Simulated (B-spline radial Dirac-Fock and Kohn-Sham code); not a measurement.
## Magnetic form factor of the 4f shell of Au²⁷⁺

System: Au²⁷⁺ in the configuration [Kr] 4d10 4f6.

Input of the calculation (task.json; shells as n, l, electrons):

```json
{"items": [{
  "Z": 79,
  "q": 27,
  "cfg": [[1, 0, 2], [2, 0, 2], [2, 1, 6], [3, 0, 2], [3, 1, 6], [3, 2, 10], [4, 0, 2], [4, 1, 6], [4, 2, 10], [4, 3, 6]],
  "A": 197,
  "rrms": 5.4371,
  "do": ["scatter"],
  "s": [0.0, 0.05, 0.1, 0.15, 0.2, 0.25, 0.3, 0.35, 0.4, 0.45, 0.5, 0.6, 0.7, 0.8, 0.9, 1.0, 1.1, 1.2, 1.4, 1.6, 1.8, 2.0, 2.5, 3.0, 3.5, 4.0, 5.0, 6.0],
  "pz": [0, 0.1, 0.2, 0.3, 0.4, 0.5, 0.6, 0.8, 1.0, 1.2, 1.4, 1.6, 1.8, 2.0, 2.5, 3.0, 4.0, 5.0, 7.0, 10.0, 15.0, 20.0, 30.0, 40.0, 60.0, 100.0],
  "hv_scatter": [1000, 2000, 5000, 8047.8, 50000, 100000, 200000, 500000]
}]}
```

Run with: `python xray_run.py task.json out`

Model: Dirac-Fock orbitals of the configuration average with a finite nucleus. Program: an atomic code on a B-spline grid. ⟨j_K⟩ is the integral of the 4f radial density with the spherical Bessel function j_K(4πsr), s = sin θ/λ.

```
s (Å⁻¹)     ⟨j0⟩    ⟨j2⟩    ⟨j4⟩    ⟨j6⟩
      0   1.0000  0.0000  0.0000  0.0000
   0.05   0.9964  0.0014  0.0000  0.0000
    0.1   0.9856  0.0057  0.0000  0.0000
   0.15   0.9680  0.0127  0.0001  0.0000
    0.2   0.9438  0.0222  0.0002  0.0000
   0.25   0.9135  0.0339  0.0005  0.0000
    0.3   0.8778  0.0475  0.0010  0.0000
   0.35   0.8375  0.0626  0.0018  0.0000
    0.4   0.7931  0.0787  0.0029  0.0001
   0.45   0.7456  0.0955  0.0045  0.0001
    0.5   0.6958  0.1125  0.0065  0.0002
    0.6   0.5924  0.1455  0.0121  0.0007
    0.7   0.4888  0.1749  0.0200  0.0015
    0.8   0.3903  0.1986  0.0298  0.0028
    0.9   0.3004  0.2152  0.0412  0.0049
      1   0.2215  0.2245  0.0536  0.0079
    1.1   0.1547  0.2266  0.0661  0.0117
    1.2   0.1001  0.2224  0.0780  0.0163
    1.4   0.0241  0.2000  0.0980  0.0275
    1.6  -0.0167  0.1670  0.1104  0.0398
```

Radial moments of the shell: ⟨r²⟩ = 0.1963, ⟨r⁴⟩ = 0.06385, ⟨r⁶⟩ = 0.03127 in powers of bohr.
